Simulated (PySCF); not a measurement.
Ionisation energy along the 7-electron series

Calculated with PySCF 2.14 and a two-component X2C-1e Hamiltonian (Gaussian nucleus, no Breit or QED terms), each ion in its own even-tempered basis scaled to its charge; GMP2 freezes nothing and drops the highest virtual spinors. Values in eV. NIST values: (m) measured, (s) semi-empirical, (t) theoretical.

```
 ion  configuration  GHF (spin-free)  GMP2 (spin-free)  GHF (screened spin-orbit)  GMP2 (screened spin-orbit)               NIST
Si⁷⁺   [He] 2s2 2p3           304.07            304.52                     303.77                      304.22  303.59 ± 0.05 (s)
 P⁸⁺   [He] 2s2 2p3           373.00            373.41                     372.57                      372.98  372.31 ± 0.21 (s)
 S⁹⁺   [He] 2s2 2p3           448.77            449.16                     448.19                      448.57    447.7 ± 0.3 (s)
```

Between Z = 14 and Z = 16 the GMP2 (screened spin-orbit) value grows as Z to the power 2.91.
